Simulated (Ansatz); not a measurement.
Molecule: RbI, charge -1, multiplicity 2. 
Geometry from a B3LYP-D3(BJ)/def2-TZVP (Ansatz, a program for electronic structure) optimisation:
```xyz
2

Rb     0.0000     0.0000    -2.0569
I      0.0000     0.0000     1.4359
```
Charge -1, spin multiplicity 2.

Basis-set convergence of Hartree-Fock and CCSD(T) correlation energies (hartree) with Ansatz. Valence correlation only, unless marked. Open shells are spin-unrestricted. No spin-orbit coupling. The frozen core is the preceding noble-gas configuration, with the filled d and f shells of earlier blocks. The outer core of K, Ca and their heavier congeners is not correlated, a term that matters for these elements. In def2 rows, elements after Kr have scalar-relativistic effective core potentials. This anion needs diffuse functions, which these sets lack.

```csv
basis,functions,E(HF),"E(corr, CCSD(T))"
def2-SVP,50,-320.56957,-0.11060
def2-TZVPP,90,-320.57886,-0.16518
def2-QZVPP,145,[?],[?]
```

**Question.** What belongs in the gaps?

**Answer.** 
- def2-QZVPP, E(HF): -320.58045
- def2-QZVPP, E(corr, CCSD(T)): -0.18948
